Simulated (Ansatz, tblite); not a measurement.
Cost and result up the ladder for Ge3H (4 atoms). Charge 0, multiplicity 2. Geometry: PBE0-D4/def2-SVP.

```xyz
4

Ge    1.3081    1.1979   -0.5727
Ge    0.7535   -0.9287    0.5113
Ge   -1.0695    0.6393   -0.3731
H    -0.9921   -0.9085    0.4344
```

Ansatz on 4 threads of Arm Neoverse V2 on a shared host; xTB runs through tblite on one thread. Times are rough, summed over both states, and most runs start from the orbitals of an earlier one. PBE-QIDH/def2-TZVP serves as the yardstick here, not as an exact answer. Differences are given only for rows in sets of like size (and for xTB, whose basis is part of the method), since another set adds its own error. The other state is a quartet at its own geometry, which has other bonds, so the gap mixes isomer and spin.

The xTB rows come from tblite. LC-ωPBE has ω = 0.4 bohr⁻¹. Correlated methods freeze 27 core orbitals; core or outer-core shells of Ge are correlated, in sets that lack core-valence functions. The rows differ in basis, and correlated rows in double-zeta sets carry the largest basis error. The structure comes from a short search, and lower isomers may exist.

Run but left out: HF/STO-3G (doublet: ⟨S²⟩ 1.25, where a pure state has 0.75).

Correlated methods converge slowly with the basis, most of all in double-zeta sets (MP2 moves by 0.10 eV from def2-SVP to def2-TZVP here).

xTB has no spin-polarisation term.

```
                          level  functions  wall time  quartet − doublet (eV)  difference from PBE-QIDH/def2-TZVP (eV)
                       GFN1-xTB         29    0.006 s                    1.83                                    -0.11
                       GFN2-xTB         28    0.007 s                    1.81                                    -0.14
               PBE-D4/def2-TZVP        150      5.2 s                    1.82                                    -0.12
              RPA@PBE/def2-TZVP        150      7.3 s                    1.84                                    -0.10
                  MP2/def2-TZVP        150      8.8 s                    2.22                                     0.28
PBE0-D4/def2-TZVP (with forces)        150       12 s                    1.77                                    -0.18
            r2SCAN-D4/def2-TZVP        150       14 s                    1.79                                    -0.15
              LC-ωPBE/def2-TZVP        150       16 s                    1.64                                    -0.30
           r2SCANh-D4/def2-TZVP        150       17 s                    1.77                                    -0.17
             PBE-QIDH/def2-TZVP        150       17 s                    1.94                                     0.00
           r2SCAN0-D4/def2-TZVP        150       19 s                    1.74                                    -0.20
               CCSD(T)/def2-SVP        101       36 s                    1.85                                        –
              ωB97M-V/def2-TZVP        150       37 s                    1.83                                    -0.11
```
